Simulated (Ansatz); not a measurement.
C$_{2}$H$_{4}$AlF, SMILES `F/C=[CH]/[AlH2]`, relaxed with RKS PBE-D4/def2-SVP in Ansatz 0.2.0 from a rough embedded geometry. The force threshold is 0.03 eV/Å; the program also tests the step.

The species carries charge 0 and has multiplicity 1.

Start:

```xyz
8

F     1.002   -1.476   -1.895
C     0.806   -0.864   -0.751
C    -0.305   -0.166   -0.575
Al   -0.575    0.924    1.070
H     1.567   -0.923    0.046
H    -1.028   -0.090   -1.387
H     0.458    0.842    2.259
H    -1.925    1.752    1.232
```

Problem. How much energy does the relaxation release, and in how many steps? (An estimate is asked.)

Solution. Ansatz gave: 17.77 kJ/mol, in 6 steps, 1 of them rejected.

Problem. Which bonds change most? (An estimate is asked.)

Solution. Ansatz gave: C3–Al4 from 1.992 to 1.942 Å; F1–C2 from 1.312 to 1.344 Å; Al4–H7 from 1.577 to 1.602 Å; C2–C3 from 1.324 to 1.348 Å.

Problem. Give the relaxed structure. (Best estimate.)

Solution. The calculation gave: 
```xyz
8

F     1.051   -1.540   -1.843
C     0.786   -0.830   -0.733
C    -0.325   -0.084   -0.568
Al   -0.624    0.905    1.077
H     1.600   -0.947    0.008
H    -1.033   -0.087   -1.418
H     0.500    0.812    2.214
H    -1.954    1.771    1.264
```
